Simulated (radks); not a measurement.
Question: All-electron atom: the indium ion In7+ in [Kr] 4d6. Calculated with a radial shooting solver on a logarithmic mesh with Libxc functionals: Dirac Kohn-Sham, PBE, spin-unpolarised, spherical densities, finite nucleus; open shells are shared between the two j in proportion to 2j + 1; Fermi nuclear charge, rms radius 4.6156 fm. Some entries of the table are withheld. Estimate them.

orbital,occ.,eigenvalue (Ry),r(max) (bohr),<1/r> (bohr^-1)
1s1/2,2,-2047.195,0.01922,51.86
2s1/2,2,(1),0.1087,12.00
2p1/2,2,-293.3044,0.08384,11.98
2p3/2,4,-277.8054,0.08827,11.19
3s1/2,2,-66.49806,0.3155,4.232
3p1/2,2,-58.19893,0.3019,4.140
3p3/2,4,-55.39242,0.3120,3.947
3d3/2,4,-40.72996,0.2562,3.791
3d5/2,6,-40.15399,0.2591,3.741
4s1/2,2,-16.91853,0.7628,(2)
4p1/2,2,(3),0.7880,1.584
4p3/2,4,(4),0.8107,1.526
4d3/2,2.4,-9.10593,0.8790,1.307
4d5/2,3.6,-9.02177,0.8867,1.293

Answer: 
(1) 2s1/2 eigenvalue (Ry): -313.8791
(2) 4s1/2 <1/r> (bohr^-1): 1.687
(3) 4p1/2 eigenvalue (Ry): -14.12819
(4) 4p3/2 eigenvalue (Ry): -13.59466
